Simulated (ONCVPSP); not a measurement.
# Before and after: ONCV potential for K

* Element: K (Z = 19)
* Generator: ONCVPSP 4.0.1
* Type: optimised norm-conserving Vanderbilt (ONCV)
* Functional: LDA (Perdew-Wang 92)
* Relativity: scalar-relativistic
* Frozen core: [Ne]
* Valence charge: 9
* Reference configuration: 3s2 3p6 4s0.75 (charge +0.25)
* Partial waves: 3s+4s: rc 2.20 bohr, ncon 4, nbas 9, qcut 6 1/bohr, 2 projectors; 3p: rc 1.35 bohr, ncon 4, nbas 7, qcut 5.4 1/bohr, 1 projector; d scattering state at 0.11 Ha: rc 1.70 bohr, ncon 4, nbas 7, qcut 5.5 1/bohr, 1 projector
* Local potential: polynomial inside 1.00 bohr (lpopt 5, dvloc0 0 Ha)
* Core correction: Teter function, parameters optimised by the program

Change: local potential polynomial inside 1.00 bohr (lpopt 5, dvloc0 8.5 Ha).

Cutoffs: the cutoffs (Ha) at which the residual kinetic energy of the hardest occupied pseudo-wave falls to 1 and 0.1 mHa per electron; they do not see the model core or the augmentation charge, which bear on the density cutoff. Errors are all-electron minus pseudo energies relative to the spin-unpolarised reference configuration.

Question: What does the change do?

Answer: The potential gets neither clearly harder nor softer (12 Ha and 58 Ha → 12 Ha and 58 Ha); the errors of the 4 common tests hardly move; the range in which the s phases agree widens (upper end 3.5 → 4.6); the range in which the p phases agree widens (upper end 3.0 → 4.2); neither file shows a bound ghost.

```tsv
quantity	base	changed
cutoff, loose	12 Ha	12 Ha
cutoff, tight	58 Ha	58 Ha
bound ghosts	none	none
GHOST(+) flags under 300 eV	s at 122.9 eV	none
error for 3s2 3p6 4s1, meV [ΔE -0.73 eV]	0.0	0.0
error for 3s2 3p6 4s0, meV [ΔE 3.67 eV]	-0.1	-0.1
error for 3s2 3p6 4s0.5, meV [ΔE 0.98 eV]	0.0	0.0
error for 3s2 3p6 3d1 4s0, meV [ΔE 1.78 eV]	-1.0	-1.1
s: phases at 2.23 bohr within 0.05 rad from the reference energy up to (Ha; the scan ends near 5)	3.5	4.6
p: phases at 1.37 bohr within 0.05 rad from the reference energy up to (Ha; the scan ends near 5)	3.0	4.2
d: phases at 1.73 bohr within 0.05 rad from the reference energy up to (Ha; the scan ends near 5)	1.9	1.9
rms error of d²Exc/dni dnj with the model core, mHa	0.33	0.33
```

Base: The cutoffs count occupied waves only; projector 1 of the d channel, the hardest unoccupied one, needs 51 Ha at the loose tolerance. Changed file: The cutoffs count occupied waves only; projector 1 of the d channel, the hardest unoccupied one, needs 51 Ha at the loose tolerance.
